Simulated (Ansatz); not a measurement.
Consider the formal hydrolysis of a Zr–Cl bond: `[NH2][Zr]([NH2])([NH2])[Cl]` + H₂O → `[NH2][Zr]([NH2])([NH2])[OH]` + HCl.

Computed with Ansatz on PBE0-D4/def2-TZVP structures; ΔE is electronic, products minus reactants. CBS: MP2 limit from def2 TZ/QZ plus the TZ coupled-cluster correction, frozen cores. This one scheme is used for every species. DFT in def2-TZVPP. B3LYP here is the variant with VWN-RPA as its local correlation; programs differ in this. def2 core potentials past Kr. For Zr outer-core shells are correlated without core-valence functions, which leaves a few kJ/mol of doubt a bond. Each species was taken in one conformer, which may not be the lowest.

(1) Is it downhill or uphill in electronic energy at CCSD(T)/CBS, and by how much? (Estimate.)

(2) What do these levels give: BLYP-D4, r2SCAN-D4, r2SCANh-D4, r2SCAN0-D4, PBE-QIDH, r2SCAN, PBE0, B3LYP, LC-ωPBE, RPA@PBE/def2-TZVPP, HF/def2-QZVPP, MP2/def2-QZVPP? (Estimate.)

(3) What do rigid-rotor, harmonic-oscillator terms from PBE0-D4/def2-TZVP frequencies (298.15 K, 1 bar) make of the CCSD(T)/CBS value? (Estimate.)

Largest T1 diagnostic among the species: 0.016.

Answers

(1) Ansatz gave: Uphill: ΔE = +52.4 kJ/mol.

(2) Ansatz gave: BLYP-D4 47.1, r2SCAN-D4 55.0, r2SCANh-D4 56.1, r2SCAN0-D4 57.5, PBE-QIDH 56.8, r2SCAN 54.7, PBE0 55.6, B3LYP 48.7, LC-ωPBE 44.8, RPA@PBE/def2-TZVPP 47.6, HF/def2-QZVPP 55.4, MP2/def2-QZVPP 54.6 kJ/mol.

(3) The calculation gave: ΔZPE = -11.3 kJ/mol, ΔH = +43.0 kJ/mol, ΔS = 22 J/(mol·K), ΔG = +36.5 kJ/mol. Modes under 50 cm⁻¹ make the entropy rough.

From BLYP to BHLYP (50 % exact exchange), in def2-TZVPP and without D4, ΔE moves by +6.3 kJ/mol. Leaving LDA and LC-ωPBE aside and taking each functional with its dispersion term where it has one, the values, not all of them listed here, spread over 12.7 kJ/mol, from CAM-B3LYP-D4 to r2SCAN0-D4. LDA lies −4.6 kJ/mol from PBE without D4.
